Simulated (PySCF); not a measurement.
B+ (boron, charge +1): M06 calculation

Configuration: [He] 2p2, high-spin 3P determinant (an excited configuration). Computed with PySCF 2.14 in def2-TZVPPD (6s3p3d1f, 37 functions), with no relativity, point nucleus.

| Quantity | Value |
| --- | --- |
| Total energy | -23.9537 hartree |
| One-electron energy | -29.9682 hartree |
| Hartree (Coulomb) energy | 9.6376 hartree |
| Exchange-correlation energy | -3.6230 hartree |
| Kinetic energy | 23.87477 hartree |
| ⟨S²⟩ | 2.0001 |
| ⟨L²⟩ | 2.001 |
| Sum of ⟨r⟩ | 4.265 bohr |
| Sum of ⟨r²⟩ | 8.323 bohr² |
| Traceless quadrupole moment −½Σ⟨3z² − r²⟩ along its main axis | 1.64 e·bohr² |
| Density at the nucleus (Gaussians lack the cusp) | 66.8 bohr⁻³ |
| Spin density at the nucleus | -0.227 bohr⁻³ |
| Langevin diamagnetic susceptibility | -6.59 ×10⁻⁶ cm³/mol |

```csv
shell,electrons,mean orbital energy (hartree),"rms radius, mean of both spins (bohr)"
1s α,1,-7.40094,0.381
1s β,1,-7.37768,0.381
2p α,2,-0.57547,2.00
```
